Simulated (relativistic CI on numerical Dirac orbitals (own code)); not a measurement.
**What each ingredient does to the levels of Yb XXVIII**

Base calculation: Dirac-Coulomb-Breit CI, orbitals from a KLI potential per configuration, model QED, unscaled Slater integrals.

CI space (outside the closed core [Ar] 3d10): 4s2 4p6 4d7, 4s2 4p5 4d8, 4s2 4p6 4d6 4f, 4s 4p6 4d8, 4s2 4p5 4d7 4f, 4s 4p6 4d7 4f, 4s2 4p6 4d6 5s, 4s2 4p6 4d6 5p, 4s2 4p6 4d5 4f 5s, 4s2 4p5 4d7 5s, 4s2 4p6 4d5 5s 5p, 4s2 4p6 4d6 5f, 4s2 4p6 4d6 6s, 4p6 4d8 4f, 4s 4p6 4d7 5s, 4p6 4d9, 4p5 4d10, 4p5 4d9 4f, 4s2 4p6 4d5 5s2, 4s2 4p6 4d4 4f 5s2, 4s2 4p5 4d5 4f 5s2, 4s 4p6 4d5 4f 5s2, 4p6 4d8 5s, 4p5 4d9 5s, 4p5 4d8 4f 5s, 4p6 4d7 5s2, 4p5 4d8 5s2, 4p6 4d6 4f 5s2, 4p5 4d7 4f 5s2. Double excitations out of closed p, d and f shells are left out; levels of such configurations are missing from the list, as are those of other unlisted configurations, and high levels can miss mixing partners.

Variants: (1) P86 correlation estimate; (2) Breit term removed; (3) configuration mixing switched off. Shifts of the energy above 4s2 4p6 4d7 4F_9/2, in cm⁻¹, for the lowest level and the first level of each name with at least 55 % of one term (blank where a level changes its place among those of its configuration and J or its character, or is not in the variant):

| Level | Base | Δ(1) | Δ(2) | Δ(3) |
| --- | --- | --- | --- | --- |
| 4s2 4p6 4d7 4F_9/2 | 0 | 0 | 0 | 0 |
| 4s2 4p6 4d7 4F_7/2 | 88602 | -1 | +1955 | -726 |
| 4s2 4p6 4d7 4P_5/2 | 121640 | -1 | +1840 | -1619 |
| 4s2 4p6 4d7 2H_11/2 | 135967 | 0 | +2627 | +1594 |
| 4s2 4p6 4d7 2G_7/2 | 151741 | -1 | +2259 | -171 |
| 4s2 4p6 4d7 2F_5/2 | 172237 | -1 | +1652 | -725 |
| 4s2 4p6 4d7 2D_3/2 | 228439 | -3 | +2153 | -3924 |
| 4s2 4p6 4d7 2H_9/2 | 228719 | -1 | +4590 | +359 |
| 4s2 4p6 4d7 2F_7/2 | 243497 | -1 | +4139 | -502 |
| 4s2 4p5 4d8 4G°_11/2 | 1282525 | +1259 | +5417 | -5374 |
| 4s2 4p5 4d8 2H°_11/2 | 1459904 | +1186 | +7121 | +23745 |

At this charge energies of transitions that change n are usually good to better than 1 %, and those within a shell (Δn = 0) to a few per cent. Terms inside the open d or f shell come out 10 to 20 % too wide with unscaled integrals.

Ionisation energy from the two ground configurations alone: base 1018.9 eV; P86 correlation estimate 1020.93 eV; Breit term removed 1019.22 eV. The NIST ASD value (theoretical) is 1019 eV.

LS names give the leading component of a level, which can be under half, so a name can repeat, a term be missing and a line seem to break the LS rules.
